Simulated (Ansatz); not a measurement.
Question: Name a neutral molecule of F, Ga, S and H with size of the dipole moment (PBE/def2-TZVPP) between 1.95 and 2.25 D and HOMO–LUMO gap (B3LYP/def2-TZVPP) between 6.30 and 6.60 eV (Ansatz, PBE0-D4/def2-TZVP geometry).

Answer: `[F][Ga]([F])[SH]` (2.18 D, 6.34 eV). Other molecules can fit too; these were computed, each in one conformer that needn't be the lowest.

B3LYP here is the variant with VWN-RPA as its local correlation; programs differ in this.
